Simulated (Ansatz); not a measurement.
`[F][GeH2][CH2]Cl`, relaxed with RKS PBE0-D4/def2-TZVP in the Gaussian-basis code of Ansatz from a PBE-D4/def2-SVP geometry. The force threshold is 0.005 eV/Å; the program also tests the step.

Total charge 0; spin multiplicity 1.

Start:

```xyz
8

F    -1.325    0.908    1.472
Ge    0.132    0.821    0.487
C     0.071   -0.902   -0.469
Cl   -1.148   -0.856   -1.791
H     0.086    2.012   -0.499
H     1.327    0.867    1.480
H     1.061   -1.135   -0.910
H    -0.202   -1.715    0.232
```

| step | energy (eV) | largest force (eV/Å) | largest move (Å) |
| --- | --- | --- | --- |
| 1 | -72847.8096 | 0.591 | 0.000 |
| 2 | -72847.8370 | 0.239 | 0.029 |
| 3 | -72847.8403 | 0.078 | 0.017 |
| 4 | -72847.8406 | 0.034 | 0.005 |
| 5 | -72847.8406 | 0.008 | 0.003 |
| 6 | -72847.8406 | 0.002 | 0.003 |

End:

```xyz
8

F    -1.308    0.888    1.443
Ge    0.138    0.816    0.478
C     0.070   -0.895   -0.466
Cl   -1.139   -0.865   -1.767
H     0.091    2.011   -0.480
H     1.310    0.864    1.472
H     1.038   -1.131   -0.909
H    -0.200   -1.689    0.229
```

Hardware: 4 threads of an Arm Neoverse V1 on a shared host. Wall time 20 s, peak host memory 0.45 GiB.
